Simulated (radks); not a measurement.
Q: These are the eigenvalues of the occupied orbitals of an atom or ion with whole-number occupations (eV). Method: scalar-relativistic Kohn-Sham, PBEsol, spin-polarised, spherical densities, point nucleus; computed with a radial shooting solver on a logarithmic mesh with Libxc functionals.

| orbital | eigenvalue |
|---|---|
| 1s | -34356.64 |
| 2s | -5347.207 |
| 2p | -4798.674 |
| 3s | -1093.479 |
| 3p | -916.3518 |
| 3d | -653.5375 |
| 4s | -197.1735 |
| 4p | -141.0657 |
| 4d | -59.3136 |
| 5s | -19.7803 |
| 5p | -8.2430 |

Which element is it, and in what charge state? The configuration may be excited. Open shells, if any, are filled with parallel spins first.

A: Z = 54, xenon, charge 0: Xe in [Xe]. The list shows which subshells hold electrons but not how many an open one holds; the 1s level, -1262.6 hartree, gives Z - s = 50.3 by -(Z - s)^2/2, which with screening and relativity narrows Z to a few neighbours, and the depths of the outer levels then fix element, charge and occupations together.
